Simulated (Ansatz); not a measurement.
```yaml
crystal:
  periodic: [false, false, false]
  atoms:
    - {symbol: B, position_ang: [-0.194009, 1.739392, -0.080692]}
    - {symbol: N, position_ang: [-0.004309, 0.391568, -0.535614]}
    - {symbol: Si, position_ang: [0.140506, -0.971801, 0.662316]}
    - {symbol: S, position_ang: [0.084853, -2.654825, -0.679299]}
    - {symbol: Zn, position_ang: [-0.171081, -0.865533, -1.890090]}
    - {symbol: H, position_ang: [-0.190095, 2.141545, 0.805751]}
    - {symbol: H, position_ang: [-0.203446, 2.630918, -1.050607]}
    - {symbol: H, position_ang: [1.316432, -0.874759, 1.318880]}
    - {symbol: H, position_ang: [-1.002313, -1.098540, 1.637955]}
basis:
  gaussian: {orbitals: def2-TZVP, final_grid: {core_spheres: 20, valence_spheres: 16, degree: 47}}
hamiltonian: {xc: {name: SVWN5}}
scf: {lower_state_search: full}
relax: {f_tol: 0.0001, max_steps: 1}
```

```sh
$ ansatz run in.yaml --threads 4 --pin off --events-out ev --progress --plain --max-ram 10444MiB
```

It prints (some lines left out):

```
Functional definition: SVWN5
1473 factors; their error is unknown
mean field evaluation 1: about -69180.3778 eV, gradient 1.1e2 eV
mean field evaluation 2: about -68996.0855 eV, gradient 2.7e2 eV
mean field evaluation 4: about -69189.0698 eV, gradient 6.3e1 eV
mean field evaluation 8: about -69199.2171 eV, gradient 8.8e-1 eV
mean field evaluation 16: about -69199.2000 eV, gradient 1.5e-3 eV
mean field evaluation 64: about -69199.2000 eV, gradient 1.3e-3 eV
mean field -69199.20002231 eV, -2543.0236959176 hartree, gradient 5.1e-5 eV, S^2 0.000000; 2 other end points of the search recorded, 0 dependent functions left out
reference -69199.20006960 eV, -2543.0236976553 hartree; 38, 38 occupied and 170, 170 virtual orbitals, 1473 factors
relax step   1: F+E_penalty+E_count = -69199.20002231 eV  Δ(F+E_penalty+E_count) = +0.000e0 eV  max|allowed force component| = 1.164e1 eV/Å  Δτ_max = 0.0000 Å  (76 SCF iters, accepted)
Error: geometry relaxation did not converge after 1 steps: max|allowed force component| = 1.16e1 eV/Å (threshold 1.0e-4). Raise `relax.max_steps` over both its present limit and 1, loosen `relax.f_tol`, or start from a geometry closer to equilibrium. Where this run's directory can be resumed (`checkpoint.write`), a resume goes on for up to `relax.max_steps` more
```

(1) Something in this input is off. What?

Answers

(1) The relaxation is allowed too few steps for its threshold. The run did not converge.
